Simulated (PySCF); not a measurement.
# LiSn⁻: energy against distance

Set-up: basis Li def2-SVPD, Sn def2-SVPD with ECP28; scalar-relativistic core potentials; PySCF 2.14. Energies in eV from Li + Sn⁻ in their ground configurations at the same level. State: triplet, unpaired electrons π ↑↑.

Curves on a restricted Hartree–Fock reference rise too fast on stretching and do not dissociate correctly.

```
R (Å)  ROHF-CCSD(T)
2.503        -1.103
2.614        -1.190
2.698        -1.227
2.781        -1.245
2.864        -1.248
2.976        -1.235
3.115        -1.200
3.282        -1.141
```

Put a parabola through the three lowest points of the ROHF-CCSD(T) curve and estimate Re, k and ωe (reduced mass 6.628 u; 1 eV/Å² = 0.16022 mdyn/Å; ωe = 1302.8·√(k/μ) cm⁻¹).

Through R = 2.781, 2.864, 2.976 Å the second-order coefficient is 0.781 eV/Å², so Re ≈ 2.846 Å, k ≈ 0.250 mdyn/Å and ωe ≈ 253 cm⁻¹. A polynomial fit of higher order to the unrounded ROHF-CCSD(T) energies gives Re = 2.843 Å, k = 0.275 mdyn/Å, ωe = 265 cm⁻¹; anharmonicity and rounding make the difference.

The higher-order fit for each curve: ROHF-CCSD(T): Re = 2.843 Å, ωe = 265 cm⁻¹, De = 1.25 eV.

Correlated steps freeze 4 core orbitals. Correlated levels converge slowly with the basis: in double zeta they bind strong bonds too weakly, by up to about 1 eV, and carry superposition errors of some tenths. Spin–orbit coupling is left out, which matters for elements this heavy, above all for dissociation energies. For an ion De counts to the pair picked by the measured ionisation energies or electron affinities, which need not be the lowest pair at this level. The CCSD T1 diagnostic is raised, a sign that a single reference may not be enough here. The state was picked by a PBE0 search and need not be the measured ground state.
